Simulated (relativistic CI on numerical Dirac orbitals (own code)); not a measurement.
## Ir¹³⁺: sensitivity of the levels to the model

Base calculation: Dirac-Coulomb-Breit CI, orbitals from a KLI potential per configuration, a model potential for QED, unscaled Slater integrals.

Configurations in the expansion (outside the closed core [Kr] 4d10): 4f¹⁴5s²5p², 4f¹⁴5s5p³, 4f¹³5s²5p³, 4f¹⁴5s²5p5d, 4f¹⁴5s5p²5d, 4f¹⁴5s²5p5f, 4f¹³5s²5p²5d, 4f¹⁴5s²5p5g, 4f¹⁴5s²5p6s, 4f¹⁴5s5p²5f, 4f¹⁴5p⁴, 4f¹³5p⁵, 4f¹³5p⁴5d, 4f¹⁴5s²5d², 4f¹⁴5s5d³, 4f¹³5s²5d³. Double excitations out of closed p, d and f shells are left out; levels of such configurations are missing from the list, as are those of other unlisted configurations, and high levels can miss mixing partners. Some configurations lack a partner that the ground configuration has and come out too high, among them 4f¹⁴5s5p²5f.

Variants: (1) valence Slater integrals scaled by 0.9; (2) QED terms removed; (3) Breit term removed. Shifts of the energy above 4f¹⁴5s²5p² ³P0, in cm⁻¹, for the lowest level and the first level of each name with at least 55 % of one term (blank where a level changes its place among those of its configuration and J or its character, or is not in the variant):

| Level | Base | Δ(1) | Δ(2) | Δ(3) |
| --- | --- | --- | --- | --- |
| 4f¹⁴5s²5p² ³P0 | 0 | 0 | 0 | 0 |
| 4f¹⁴5s²5p² ³P1 | 123416 | +1728 | -124 | +1646 |
| 4f¹⁴5s²5p² ¹D2 | 137618 | +533 | -126 | +1656 |
| 4f¹⁴5s²5p² ³P2 | 272494 | +1397 | -239 | +3205 |
| 4f¹⁴5s²5p² ¹S0 | 306834 | -2014 | -224 | +3258 |
| 4f¹³5s²5p³ ³D1 | 307202 | +339 | -648 | -2172 |
| 4f¹³5s²5p³ ⁵F1 | 439682 |  | -782 | -491 |
| 4f¹³5s²5p³ ³H6 | 440138 | -1628 | -686 | -1383 |
| 4f¹³5s²5p³ ¹D2 | 446878 | -2200 | -688 | -1507 |
| 4f¹³5s²5p³ ³P1 | 470752 | -2361 | -781 | -513 |
| 4f¹³5s²5p³ ³P0 | 472663 | -2561 | -781 | -489 |
| 4f¹⁴5s5p³ ³D°3 | 554209 | +3428 | +1620 | +2198 |
| 4f¹⁴5s5p³ ³P°0 | 585388 | +49 | +1719 | +2054 |
| 4f¹⁴5s²5p5d ³F°3 | 643269 | -202 | +183 | +3123 |

At this charge transitions that keep the count of f electrons are usually good to a few per cent. Levels and lines within the n = 5 or 6 shells can be off by up to 10 % or somewhat more, and those that change n by about 2 %, since core polarisation is missing. Levels that differ in their count of f electrons can be misplaced by several ten thousand cm⁻¹, since the correlation energy of f electrons is missing or only estimated; rates across such gaps can be off by orders of magnitude.

Ionisation energy from one configuration of each of the two ions, the ground ones as tabulated or assumed: base 294.007 eV; Breit term removed 294.449 eV. The NIST ASD value (theoretical) is 303 ± 15 eV.

LS names give the leading component of a level, which can be under half, so a name can repeat, a term be missing and a line seem to break the LS rules.
